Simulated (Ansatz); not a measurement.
A structure relaxed at PBE0-D4/def2-SVP in Ansatz, charge 0, doublet:

```xyz
7

As   -0.868    1.172    0.596
Al   -1.674   -1.185    0.520
Al   -1.166    0.344   -1.734
Al    1.278    0.576   -0.922
Al    1.521    1.907    1.643
Al    0.799   -0.861    1.197
Al    0.111   -1.952   -1.301
```

Q: Give its formula and point group.

A: Al₆As. Point group Cs (tolerance 0.1 Å).

Q: Summarise the bond lengths by kind (pairs closer than 1.2 times the sum of covalent radii, bridged metal pairs left out).

A: 5 × Al–As 2.49 to 2.71 Å; 4 × Al–Al 2.66 to 2.81 Å.

Another isomer (doublet) lies 0.04 eV lower at PBE0-D4/def2-TZVP; other spin states weren't run for this one.
